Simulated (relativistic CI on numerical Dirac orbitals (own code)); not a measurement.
Fe³⁺ in a cubic cluster: L2,3 absorption with charge transfer

Computed with a charge-transfer multiplet model of a cubic metal-ligand cluster with up to 3 ligand holes, Slater and spin-orbit integrals from Dirac-Coulomb-Breit ions, Slater integrals scaled by 0.9. The ground state mixes d5 with configurations of k ligand holes L, whose averages lie at kΔ + k(k − 1)U_dd/2; a core hole lowers each added d electron by U_cd. 300 K, Lorentzian 0.4 eV and Gaussian 0.3 eV FWHM.

Atomic integrals in eV (Slater integrals scaled, ζ unscaled), ground: F2dd 10.785, F4dd 6.742, zeta_d 0.056; with the core hole: F2dd 11.484, F4dd 7.183, zeta_d 0.075, zeta_core 8.130, F2cd 6.732, G1cd 5.078, G3cd 2.886.

Cluster parameters (eV): Δ = 3.5, U_dd = 5.4, 10Dq = 0.6, 10Dq(ligand) = 0.9, V(eg) = 2.35, V(t2g) = -0.99, final-state hopping factor = 1.

```
         Case   n_d    d5   d6L  d7L2  d8L3     S
U_cd = 5.9 eV  5.24  0.77  0.21  0.01  0.00  2.50
U_cd = 6.5 eV  5.24  0.77  0.21  0.01  0.00  2.50
U_cd = 7.1 eV  5.24  0.77  0.21  0.01  0.00  2.50
```

Weights, n_d and S are thermal averages at 300 K. Photon energies count from the first peak over 30 % of the highest in each spectrum, which can be another peak from case to case. The parameters are a model scan and need not match a compound or its usual spin state. Peaks in eV (height, largest 100):
- U_cd = 5.9 eV: -1.5 (22), 0.0 (100), 1.4 (31), 3.6 (9), 4.3 (8), 5.5 (6), 11.8 (13), 12.9 (10), 13.8 (15), 14.5 (17), 14.7 (16)
- U_cd = 6.5 eV: -1.5 (23), 0.0 (100), 1.4 (31), 3.7 (9), 4.1 (9), 5.3 (7), 11.9 (13), 13.0 (10), 13.8 (16), 14.7 (16)
- U_cd = 7.1 eV: -1.6 (24), 0.0 (100), 3.8 (9), 5.0 (8), 6.6 (5), 11.7 (13), 13.6 (16), 14.5 (16)

Curve for U_cd = 7.1 eV (points under 2 left out, the grid thinned):

(E (eV), Intensity): (-3.0, 2.1), (-2.6, 4.5), (-2.2, 10.5), (-1.7, 22.6), (-1.3, 17.9), (-0.9, 16.5), (-0.4, 52.2), (0.0, 100.0), (0.4, 60.4), (0.8, 45.4), (1.2, 30.8), (1.7, 19.3), (2.1, 13.0), (2.5, 9.7), (3.0, 8.0), (3.4, 8.9), (3.8, 9.3), (4.2, 7.7), (4.6, 7.1), (5.1, 7.8), (5.5, 5.8), (5.9, 4.3), (6.4, 4.9), (6.8, 4.8), (7.2, 3.3), (7.6, 2.4), (8.0, 2.3), (8.5, 2.4), (8.9, 2.4), (9.9, 2.2), (10.4, 3.3), (10.8, 4.4), (11.2, 6.8), (11.6, 12.2), (12.0, 11.2), (12.5, 9.0), (12.9, 10.2), (13.3, 12.0), (13.8, 15.3), (14.2, 15.2), (14.6, 15.7), (15.0, 9.9), (15.4, 5.1), (15.9, 2.7), (16.3, 2.1)

For the case U_cd = 6.5 eV, Δ = 3.5 eV is smaller than U_dd = 5.4 eV, the charge-transfer side of the Zaanen-Sawatzky-Allen scheme. With the core hole the configuration with one ligand hole lies at Δ + U_dd − U_cd = 3.0, 2.4, 1.8 eV from the one without, in the order of the table; where this is negative the screened configuration lies lower, though the effective hopping of about 3.6 eV (from the holes of the mixed ground state) mixes the two strongly wherever it is as large as the gap.
